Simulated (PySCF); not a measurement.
## Orbital picture of EuB

PBE0 at R = 2.383 Å; Eu x2c-TZVPall, B x2c-TZVPall; spin-free X2C with a Gaussian nucleus (PySCF 2.14). State: 2S+1 = 11, about 7.0 electrons in the 4f shell (Mulliken). Only the outer orbitals are listed, counted within each symmetry.

| spin | orbital | occ. | ε (eV) | on Eu (%) | main shells (%) |
| --- | --- | --- | --- | --- | --- |
| α | 8π | 1 | -4.23 | 37 | 62 B p, 31 Eu d |
| α | 8π | 1 | -4.23 | 37 | 62 B p, 31 Eu d |
| α | 15σ | 1 | -4.13 | 62 | 50 Eu s, 34 B p |
| α | 16σ | 0 | -1.94 | 73 | 43 Eu s, 29 B p, 26 Eu d |
| α | 9π | 0 | -0.87 | 96 | 69 Eu p, 28 Eu d |
| α | 9π | 0 | -0.87 | 96 | 69 Eu p, 28 Eu d |
| β | 14σ | 0 | -1.59 | 90 | 74 Eu s, 14 Eu p |
| β | 7π | 0 | -0.69 | 48 | 51 B p, 36 Eu d, 12 Eu p |
| β | 7π | 0 | -0.69 | 48 | 51 B p, 36 Eu d, 12 Eu p |

Question: Which are the highest filled and the lowest empty level, where do they sit, and how wide is the gap?

Answer: Highest filled α 15σ at -4.13 eV (in %: 50 Eu s, 34 B p); lowest empty α 16σ at -1.94 eV (in %: 43 Eu s, 29 B p, 26 Eu d); the gap at PBE0 is 2.19 eV.

```
bond order (Mayer)                              : 1.72
⟨S²⟩                                            : 30.007
charge on Eu (Mulliken, basis-dependent)        : 0.48
charge on Eu (Löwdin, basis-dependent)          : 0.42
dipole moment (positive dipole means Eu(−)B(+)) : -5.44 D
polarisability along the bond                   : 259.2 bohr³
polarisability across the bond                  : 120.2 bohr³
```

Spin–orbit coupling is left out. The state is the lowest single determinant that the PBE0 search found; with open d or f shells the true ground state can be another one.
